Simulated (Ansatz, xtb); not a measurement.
# Two isomers of C5H7FN2Si

We compare I, `N#C[C@@H]1CN=C[C@@H]1[SiH2]F`, a singlet, with II, `C/C=N/[Si@H](F)/C=C\C#N`, a singlet. Both are isolated molecules in the gas phase, relaxed with B3LYP/def2-SVP; each stands in its lowest conformer found.

Quicker runs give these differences E(II) − E(I): GFN2-xTB +19.3 kcal/mol; HF/STO-3G +28.0 kcal/mol (at GFN2-xTB geometries); r2SCAN-D4/def2-SVP −6.5 kcal/mol (at GFN2-xTB geometries).

Which of the two would you expect CCSD(T)/def2-SVP + ΔMP2/def2-TZVPP electronic energies to favour?

Structure II; the calculation gives E(II) − E(I) = −7.6 kcal/mol.

Level by level:

```json
{"level": "GFN2-xTB", "geometry": "GFN2-xTB", "E(II) − E(I) (kcal/mol)": "+19.3", "departure from the last row (kcal/mol)": "+26.9", "job, with rough time for the two": "optimisation, 0.4 s"}
{"level": "HF/STO-3G", "geometry": "GFN2-xTB", "E(II) − E(I) (kcal/mol)": "+28.0", "departure from the last row (kcal/mol)": "+35.7", "job, with rough time for the two": "single point, 0.58 s"}
{"level": "r2SCAN-D4/def2-SVP", "geometry": "GFN2-xTB", "E(II) − E(I) (kcal/mol)": "−6.5", "departure from the last row (kcal/mol)": "+1.1", "job, with rough time for the two": "single point, 5.1 s"}
{"level": "B3LYP/def2-SVP", "geometry": "B3LYP/def2-SVP", "E(II) − E(I) (kcal/mol)": "−10.4", "departure from the last row (kcal/mol)": "−2.8", "job, with rough time for the two": "optimisation, 91 s"}
{"level": "HF/def2-SVP", "geometry": "B3LYP/def2-SVP", "E(II) − E(I) (kcal/mol)": "−10.6", "departure from the last row (kcal/mol)": "−3.0", "job, with rough time for the two": "part of the CCSD(T) run"}
{"level": "MP2/def2-SVP", "geometry": "B3LYP/def2-SVP", "E(II) − E(I) (kcal/mol)": "−3.6", "departure from the last row (kcal/mol)": "+4.1", "job, with rough time for the two": "part of the CCSD(T) run"}
{"level": "CCSD(T)/def2-SVP", "geometry": "B3LYP/def2-SVP", "E(II) − E(I) (kcal/mol)": "−4.9", "departure from the last row (kcal/mol)": "+2.8", "job, with rough time for the two": "single point"}
{"level": "CCSD(T)/def2-SVP + ΔMP2/def2-TZVPP", "geometry": "B3LYP/def2-SVP", "E(II) − E(I) (kcal/mol)": "−7.6", "departure from the last row (kcal/mol)": "", "job, with rough time for the two": "single point, 3 min"}
```

As drawn, II has 1 N–Si, 1 C=C, 1 C–H in place of 2 C–C, 1 C–N, 1 Si–H. Structure I has a 5-membered ring, II no ring.

GFN2-xTB, HF/STO-3G put the two in the other order. The largest departure from CCSD(T)/def2-SVP + ΔMP2/def2-TZVPP is that of HF/STO-3G, 35.7 kcal/mol. The last row adds to CCSD(T) the change of the MP2 difference between the two basis sets, here −2.8 kcal/mol.

With thermal terms from frequencies at re-optimised GFN2-xTB minima (ideal gas, soft modes damped towards free rotors, one conformer each, 298.15 K, 1 atm): on the last row, ΔE + ΔZPE = −8.8, ΔH = −7.6, ΔG = −10.3 kcal/mol.

The correlated steps freeze 13 core orbitals. Codes used: Ansatz 0.2.0, xtb 6.7.1; the last row on 4 threads of Arm Neoverse V1 on a shared host.
